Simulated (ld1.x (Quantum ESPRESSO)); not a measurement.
# rubidium (Rb), PAW: configuration errors across variants

- Element: rubidium
- Generator: ld1.x (Quantum ESPRESSO) 7.5
- Type: PAW
- Functional: LDA (PZ)
- Relativity: fully relativistic
- Frozen core: [Ar] 3d10
- Valence charge: 9
- Reference configuration: 4s2 4p6 4d0 5s0 5p0 (charge +1)
- Partial waves: 4s (bound): rcut 1.95, rcutus 2.20 bohr; 5s (bound, empty): rcut 1.95, rcutus 2.20 bohr; 4p (bound): rcut 2.25, rcutus 2.65 bohr; 5p (bound, empty): rcut 2.25, rcutus 2.65 bohr; 4d (bound, empty): rcut 2.40, rcutus 3.25 bohr; 4d channel at 0.9 Ry: rcut 2.40, rcutus 3.25 bohr
- Local potential: all-electron potential smoothed inside 2.00 bohr (lloc = -1)
- Core correction: Bessel-smoothed model core inside 2.00 bohr
- Augmentation charge: PSQ, inside the norm-conserving radii

Open shells are filled in proportion to 2j + 1 (rel_dist='average').

All-electron excitation energies from the reference (eV): (1) 4s2 4p6 4d0 5s1 5p0 -4.277; (2) 4s2 4p6 4d0 5s0.5 5p0 -2.618; (3) 4s2 4p6 4d0 5s0 5p1 -2.657; (4) 4s2 4p6 4d0.5 5s0.5 5p0 -3.120; (5) 4s1 4p6 4d0 5s1 5p0 33.551; (6) 4s2 4p6 4d1 5s0 5p0 -1.961; (7) 4s2 4p5 4d0 5s1 5p0 16.972.

2 further variants failed, have other tests or another functional or relativity, and are left out.

Errors AE − PS in meV (a dash: test not solved or not reliable):

| change | (1) | (2) | (3) | (4) | (5) | (6) | (7) | bound ghosts |
| --- | --- | --- | --- | --- | --- | --- | --- | --- |
| base | +0.1 | 0.0 | +0.1 | -12 | +47 | -24 | +6.7 | not determined |
| core correction a·sin(br)/r model core, default radius (ld1.x builds one for every PAW set, though the input has nlcc=.false.) | 0.0 | 0.0 | +0.1 | -12 | +48 | -25 | +6.8 | not determined |
| wave 4d channel at 0.9 Ry: rcut 2.40, rcutus 3.25 bohr becomes 4d channel at -0.12 Ry: rcut 2.40, rcutus 3.25 bohr | +0.1 | 0.0 | +0.1 | 0.0 | +47 | 0.0 | +6.7 | not determined |
| local potential all-electron potential smoothed inside 1.94 bohr (lloc = -1) | 0.0 | 0.0 | +0.1 | – | – | – | – | not determined |
| waves 4s (bound): rcut 1.95, rcutus 2.18 bohr; 5s (bound): rcut 1.95, rcutus 2.18 bohr | +0.1 | 0.0 | +0.1 | -12 | +47 | -24 | +6.7 | not determined |
| waves 4p (bound): rcut 2.25, rcutus 2.42 bohr; 5p (bound): rcut 2.25, rcutus 2.42 bohr | 0.0 | 0.0 | +0.1 | -12 | +35 | -26 | +11 | not determined |
| waves 4d (bound): rcut 2.40, rcutus 5.04 bohr; 4d channel at 0.9 Ry: rcut 2.40, rcutus 5.04 bohr | 0.0 | 0.0 | +0.1 | +1.6 | +47 | +2.9 | +6.7 | not determined |
| waves 4d (bound): rcut 2.38, rcutus 2.52 bohr; 4d channel at 0.9 Ry: rcut 2.38, rcutus 2.52 bohr | +0.1 | 0.0 | +0.1 | 0.0 | +47 | 0.0 | +6.7 | not determined |
| waves 4d (bound): rcut 2.34, rcutus 2.48 bohr; 4d channel at 0.9 Ry: rcut 2.34, rcutus 2.48 bohr | +0.1 | 0.0 | +0.1 | 0.0 | +47 | 0.0 | +6.7 | not determined |

Q: Give the same row for: local potential all-electron potential smoothed inside 1.65 bohr (lloc = -2).

A: 0.0, 0.0, 0.0, -218, +23, –, +5.8; bound ghosts: not determined. Not counted: 4s2 4p6 4d1 5s0 5p0 (pseudo-atom not self-consistent, printed error +4.9 eV).
